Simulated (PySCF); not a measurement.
Species: C3H10NOSi (doublet state).
Numbering: `[CH3:1][CH2:2][O:3][CH2:4][SiH2:5][NH:6]` (hydrogens: H7, H8, H9 on C1; H10, H11 on C2; H12, H13 on C4; H14, H15 on Si5; H16 on N6)

Cartesian coordinates in Å at the GFN2-xTB level; atoms count from 1:
```
atom  x, y, z in Å
C1    -2.3127   -0.2301   -0.4994
C2    -0.9969    0.5241   -0.4398
O3    -0.5289    0.5648    0.8812
C4     0.7364    1.0868    1.0213
Si5    2.0909   -0.2549    0.4574
N6     1.6515   -0.5607   -1.1095
H7    -2.6585   -0.2846   -1.5277
H8    -2.1812   -1.2374   -0.1138
H9    -3.0655    0.2733    0.1025
H10   -1.1037    1.5466   -0.8322
H11   -0.2133    0.0207   -1.0530
H12    0.8951    1.3038    2.0731
H13    0.8917    1.9779    0.4119
H14    2.0640   -1.2260    1.5567
H15    3.2917    0.5825    0.5193
H16    1.4317   -1.4809   -1.4593
```

The hyperfine couplings belong to this conformer and change with its torsions.

Computed, not measured: UKS B3LYP, pcH-1 on C H N O Si, non-relativistic, mean-field spin-orbit, GIAO in PySCF 2.14.0. Geometry: GFN2-xTB, one conformer, isolated molecule. The geometry wasn't refined by DFT: couplings that depend on bond lengths, twists or pyramidal angles can differ widely from those at the functional's own minimum. Stability of the SCF solution: not tested.

Question: Give the principal g shifts and their parts.

Answer: 
```json
{"Δg (ppt)": "relativistic mass correction", "1": "-0.22", "2": "-0.22", "3": "-0.22"}
{"Δg (ppt)": "gauge correction", "1": "0.00", "2": "0.07", "3": "0.05"}
{"Δg (ppt)": "orbital Zeeman/spin–orbit", "1": "0.36", "2": "2.12", "3": "6.02"}
{"Δg (ppt)": "total", "1": "0.15", "2": "1.97", "3": "5.85"}
```

So g = 2.00247, 2.00429, 2.00817 and g_iso = 2.00498; the tensor is rhombic: the two nearest values differ by 32 % of g3 − g1. 

Question: At 9.799 GHz, how far is the centre of the isotropic spectrum from where a free electron (g = 2.002319) resonates?

Answer: B = hν/(g μB) with μB/h = 13.99624 MHz/mT gives 349.65 mT for the free electron and 349.19 mT at g_iso, 0.46 mT lower.

Question: What are the electron Larmor frequencies g μB B/h along the three axes at 330 mT?

Answer: 9.2489, 9.2574, 9.2753 GHz for g1, g2 and g3, a range of 26.3 MHz.

Question: How much does each term add to the isotropic shift?

Answer: The orbital-Zeeman/spin–orbit term 2.83, the mass correction -0.22 and the gauge correction 0.04 ppt, for a total of 2.66 ppt. The orbital-Zeeman/spin–orbit term is the largest in size. The mass correction is the same along every axis, so the anisotropy comes from the other two: their spans along these axes are 0.07 (gauge) and 5.66 ppt (orbital Zeeman/spin–orbit).

Question: In a frozen sample, at which fields do the three g values resonate at 9.5, 34, 94 and 263 GHz (hyperfine left aside), and which band first spreads them over more than twice a line width of 1.0 mT?

Answer: 
```csv
band,GHz,B(g3) mT,B(g2) mT,B(g1) mT,spread mT
X,9.5,338.00,338.65,338.96,0.96
Q,34.0,1209.67,1212.01,1213.12,3.45
W,94.0,3344.38,3350.85,3353.91,9.53
J,263.0,9357.16,9375.25,9383.81,26.65
```

The spread grows in proportion to the frequency. Q band is the first where it exceeds 2.0 mT.

Largest spin populations (Mulliken): N6 (+0.71), C4 (+0.14), O3 (+0.10) and H15 (+0.07). N6 is the only atom above +0.15.

The HOMO–LUMO gaps are 6.96 eV among the α and 3.08 eV among the β orbitals.
